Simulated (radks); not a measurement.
The numbers below are computed, except where a source is named.
Valence configurations of the fluorine ion F+ (all share [He]). Level of theory: Dirac Kohn-Sham, LDA (Slater exchange, Perdew-Wang correlation), spin-unpolarised, spherical densities, finite nucleus; open shells fill j = l - 1/2 first; Fermi nuclear charge, rms radius 2.8976 fm (a radial shooting solver on a logarithmic mesh with Libxc functionals). Energies are relative to 2s2 2p4; eigenvalues in eV.

valence	E (eV)	e(2p1/2)	e(2p3/2)	e(2s1/2)
2s2 2p4	0.000	-28.500	-28.425	-47.068
2s1.5 2p4.5	9.331	-28.548	-28.473	-47.155
2s1 2p5	18.682	-28.601	-28.527	-47.248
2s0.5 2p5.5	28.052	-28.660	-28.586	-47.345
2p6	37.441	-28.723	-28.650	-

NIST lists [He] 2s2 2p4 as the ground configuration; this level of theory agrees among the configurations tried. The energies are those of spherical spin-averaged densities, not of single terms.
